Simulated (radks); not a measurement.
All-electron atom: Ti+ in [Ar] 3d1 4s1 4d1 (not the ground configuration).

Calculated with a radial shooting solver on a logarithmic mesh with Libxc functionals: Dirac Kohn-Sham, AM05, spin-unpolarised, spherical densities, finite nucleus; open shells fill j = l - 1/2 first; Fermi nuclear charge, rms radius 3.5921 fm.

Energy parts (Ry):
part                       energy
total                 -1702.35907
kinetic                1718.30519
electron-nucleus      -4029.09162
Hartree                 687.83332
exchange-correlation    -79.40596

Orbitals (lengths in bohr, moments of r in powers of bohr; r(max) is where P^2 peaks):
orbital,occ.,eigenvalue (Ry),<r>,r(max),small-component weight
1s1/2,2,-358.1829,0.06970,0.04562,6.19e-03
2s1/2,2,-40.65925,0.3254,0.2695,1.08e-03
2p1/2,2,-34.18138,0.2884,0.2182,1.06e-03
2p3/2,4,-33.75870,0.2911,0.2204,1.05e-03
3s1/2,2,-5.79327,0.9968,0.8665,2.27e-04
3p1/2,2,-4.07229,1.059,0.8912,1.98e-04
3p3/2,4,-4.02184,1.066,0.8975,1.96e-04
3d3/2,1,-1.41464,1.318,0.9326,1.22e-04
3d5/2,0,-1.41023,1.321,0.9346,1.22e-04
4s1/2,1,-1.02048,2.917,2.555,3.68e-05
4d3/2,1,-0.31096,5.408,4.725,1.33e-05
4d5/2,0,-0.31064,5.413,4.731,1.33e-05

The highest occupied level is 4d3/2 at -4.231 eV. The configuration is held as typed, so some empty levels lie below it. Summed over all electrons, <r^2> = 56.49 bohr^2, which gives a Langevin (diamagnetic) susceptibility term of -44.7 x 10^-6 cm^3/mol. The density falls to 0.001 e/bohr^3 at r = 4.81 bohr.
